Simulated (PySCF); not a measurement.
# How methods differ on the excitation energy of Ru²⁺

Ru²⁺ [Kr] 4d6 (5D) → Ru²⁺ [Kr] 4d5 5s1 (7S), as a difference of total energies. Computed with PySCF 2.14 in x2c-TZVPPall (8s6p6d2f1g, 79 functions), with the spin-free X2C one-electron Hamiltonian (Gaussian nucleus). Correlated levels: valence and next inner shell: [Ar] 3d10 frozen. The calculations carry no spin-orbit coupling.

```tsv
method	excitation energy (cm⁻¹)
UHF	21134
MP2 (valence and next inner shell)	24221
SCS-MP2 (valence and next inner shell)	27260
CCSD (valence and next inner shell)	24882
CCSD(T) (valence and next inner shell)	24921
```

The basis was made for the ground configuration and has no added diffuse functions, so the excitation energy can come out too high.
